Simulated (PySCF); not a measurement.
## Computed properties of BrF2H2NSi, SMILES F[Si](F)(N)Br

Si(F)2(Br)(NH2) (BrF2H2NSi), SMILES F[Si](Br)(N)F. Geometry optimised at PBE0-D3(BJ)/def2-SVP. The structure was generated by enumeration, and PubChem lists no compound with its InChIKey, so it may never have been made. Other conformers were not sampled. All values are computed for the isolated molecule unless a solvent is named; none is compared with measurement here.

**Structure.** The optimised structure has Cs symmetry. All 15 harmonic modes at PBE0-D3(BJ)/def2-SVP (PySCF) are real, so it is a minimum. With heavy atoms numbered as in [NH2:1][Si:2]([F:3])([F:4])[Br:5], the shortest bond between them is Si2–F3 at 1.604 Å and the longest Si2–Br5 at 2.201 Å.

**Vibrations.** The strongest infrared lines (harmonic, unscaled, degenerate partners summed) lie at 490 cm⁻¹ (206 km/mol, Si 56 %, F 19 %, N 12 %, Br 11 %), 1006 cm⁻¹ (177 km/mol, Si 51 %, F 43 %), 831 cm⁻¹ (176 km/mol, F 50 %, Si 25 %, N 21 %). The softest mode is at 47 cm⁻¹ and the zero-point energy is 21.0 kcal/mol.

**Electronic structure.** PBE0/def2-TZVP (PySCF) places the frontier levels at -8.36 and 0.16 eV, a gap of 8.52 eV, and gives a dipole moment of 2.89 D and a mean polarisability of 47.3 bohr³. PBE/def2-TZVP (PySCF) at the same geometry gives -6.91 and -0.77 eV, so its gap is 2.38 eV narrower. An orbital gap is neither the optical nor the fundamental gap.

**Excitations.** TDA-B3LYP/def2-SVPD (PySCF) has S1 at 6.64 eV (187 nm, f = 0.066, bright); the most intense of the 10 singlets computed lies at 6.64 eV (f = 0.07). T1 (TDA) is at 6.20 eV, 0.44 eV under S1. TDA-PBE/def2-SVPD (PySCF) puts S1 at 6.12 eV. No vertical singlet excitation falls in the visible range (under 3.1 eV).

**NMR.** GIAO shifts at PBE0/pcSseg-1 (PySCF) (non-relativistic, atoms alike by connectivity averaged): ¹H at 1.7 ppm against TMS; ²⁹Si at -34.6 ppm against TMS; ¹⁹F at -127.8 ppm against CFCl3. Without spin–orbit terms, shifts of atoms bonded to Cl or Br come out too high.

**Solvation.** SMD-B3LYP/6-31G* (PySCF) gives -4.0 kcal/mol in water, -7.0 kcal/mol in ethanol, -6.8 kcal/mol in acetone (1 M in both phases, gas-phase geometry).
